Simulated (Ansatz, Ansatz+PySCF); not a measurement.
```yaml
atoms:
  - { symbol: N, position_ang: [0.0000, 0.0000, -0.7311] }
  - { symbol: O, position_ang: [0.0000, 0.0000, 0.6397] }
```

Basis set: STO-3G (spherical functions). Left uncorrelated: 2 orbitals. Correlation on ROHF uses semicanonical orbitals with singles. Charge 0, multiplicity 2.

Computed with Ansatz (development build ahead of 0.2.0); each method stands on the lowest determinant of its kind that the runs found.

Problem. Give the atomization energy at this shape (free ground-state atoms in the same class of orbitals less the molecule, no zero-point energy) of doublet NO by PBE0 (unrestricted), UHF-CCSD(T), ROHF-CCSD(T), ROHF-MP2, UHF-MP2, ROHF, UHF.

Solution.

```
             method  atomization energy
PBE0 (unrestricted)             4.86 eV
        UHF-CCSD(T)             3.80 eV
       ROHF-CCSD(T)             3.71 eV
           ROHF-MP2             3.35 eV
            UHF-MP2             1.99 eV
               ROHF            -1.41 eV
                UHF             0.73 eV
```

Caution: the shape is not the minimum. Caution for PBE0 (unrestricted): the unrestricted determinant is spin contaminated. Caution for UHF-CCSD(T), ROHF-CCSD(T), ROHF-MP2, UHF-MP2: large amplitudes, a single reference is doubtful. Caution for UHF-CCSD(T), UHF-MP2, UHF: the determinant may break the point group; the unrestricted determinant is a mixture of spin states. Caution for ROHF-CCSD(T), ROHF-MP2, ROHF: an unrestricted determinant lies well below. Caution for ROHF-CCSD(T), UHF-MP2: another reference gives a lower total. Caution for ROHF-CCSD(T): the program doubts this total. Caution for ROHF: the molecule lies well above its atoms at this level.

This basis has no polarisation functions and is too small for such energies, which can lie far from measured ones in either direction.
